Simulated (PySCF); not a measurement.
# Calculated NMR parameters of C=CC(C=C)OC

```
Formula                               : C6H10O
SMILES                                : C=CC(C=C)OC
Point group of the computed structure : C1
Degrees of unsaturation               : 2
Carbon signals                        : 4
Proton signals                        : 5
```

Molfile (atoms numbered from 1):
```
C6H10O
     RDKit          3D

 17 16  0  0  0  0  0  0  0  0999 V2000
    0.7884    1.6898    1.1613 C   0  0  0  0  0  0  0  0  0  0  0  0
    0.2060    1.1939    0.0870 C   0  0  0  0  0  0  0  0  0  0  0  0
   -0.0422   -0.2771   -0.1437 C   0  0  0  0  0  0  0  0  0  0  0  0
    0.8353   -0.7255   -1.2794 C   0  0  0  0  0  0  0  0  0  0  0  0
    1.9930   -1.3376   -1.1255 C   0  0  0  0  0  0  0  0  0  0  0  0
   -1.3885   -0.5292   -0.5178 O   0  0  0  0  0  0  0  0  0  0  0  0
   -2.3065   -0.3155    0.5206 C   0  0  0  0  0  0  0  0  0  0  0  0
    1.1229    1.0578    1.9679 H   0  0  0  0  0  0  0  0  0  0  0  0
    0.9639    2.7458    1.2788 H   0  0  0  0  0  0  0  0  0  0  0  0
   -0.1306    1.8344   -0.7167 H   0  0  0  0  0  0  0  0  0  0  0  0
    0.2026   -0.8387    0.7730 H   0  0  0  0  0  0  0  0  0  0  0  0
    0.4431   -0.4882   -2.2572 H   0  0  0  0  0  0  0  0  0  0  0  0
    2.6020   -1.6201   -1.9668 H   0  0  0  0  0  0  0  0  0  0  0  0
    2.3828   -1.5789   -0.1501 H   0  0  0  0  0  0  0  0  0  0  0  0
   -3.2885   -0.5536    0.1164 H   0  0  0  0  0  0  0  0  0  0  0  0
   -2.0962   -0.9704    1.3763 H   0  0  0  0  0  0  0  0  0  0  0  0
   -2.2944    0.7252    0.8659 H   0  0  0  0  0  0  0  0  0  0  0  0
  1  2  2  0
  2  3  1  0
  3  4  1  0
  4  5  2  0
  3  6  1  0
  6  7  1  0
  1  8  1  0
  1  9  1  0
  2 10  1  0
  3 11  1  0
  4 12  1  0
  5 13  1  0
  5 14  1  0
  7 15  1  0
  7 16  1  0
  7 17  1  0
M  END
```

One computed conformer, isolated molecule, fast rotation and ring inversion assumed for equivalent nuclei, no relativistic terms. Structure optimised with GFN2-xTB; GIAO PBE0/pcSseg-1 shieldings; PySCF 2.14.0 with density-fitted response routines.

References, each an isolated molecule treated in the same way: $^{1}$H (31.72 ppm), $^{13}$C (186.93 ppm) vs TMS; H2O for $^{17}$O (336.08 ppm).

| carbon | δC, type | δH (multiplicity) | HMBC from (2–3 bonds) | span of the C tensor (ppm) |
| --- | --- | --- | --- | --- |
| C1/C5 | 122.1, CH2 | H8 5.47 (m); H9 5.39 (m) | H10/H12, H11 | 212 |
| C2/C4 | 149.9, CH | 6.17 (m) | H10/H12, H8/H14, H9/H13, H11 | 230 |
| C3 | 92.8, CH | 3.94 (t) | H10/H12, H8/H14, H9/H13, H15/H16/H17 | 41 |
| C7 | 58.0, CH3 | 3.47 (s) | H11 | 84 |

Other nuclei:
```json
{"atoms": "O6", "nucleus": "$^{17}$O", "environment": "ether oxygen", "δ (ppm)": "46.3", "σ (ppm)": "289.7"}
```

1. Carbon types of the structure: 3 × CH, 2 × CH2, 1 × CH3, which accounts for all hydrogens.
2. δC 149.9: alkene CH; an sp2 carbon of a C=C bond.
3. δC 122.1: terminal =CH2 carbon; the olefinic region.
4. δC 92.8: allylic sp3 CH bonded to O; deshielded by the electronegative neighbour.
5. δH 5.47, 5.39: hydrogen on a terminal =CH2 carbon; attached to an sp2 carbon and in the plane of the double bond.
6. δH 3.94: hydrogen on an allylic sp3 CH bonded to O; its carbon carries O, hence the downfield position.

Shifts are as computed. Against solution values, carbons near 30 ppm lie about +3 ppm off and those near 130 ppm about +5 ppm. Of 1211 compounds with measured shifts, 218 miss one by over three times the rms of a fit or turn the order of signals round; such compounds aren't used in these exercises. Experimental scales use liquid or dissolved standards, which lie at an offset from isolated H2O (liquid H2O: subtract about 36 ppm). Multiplicities follow the n + 1 count of equivalent neighbours, as no J values were calculated; m marks all less simple cases, F and P coupling included.
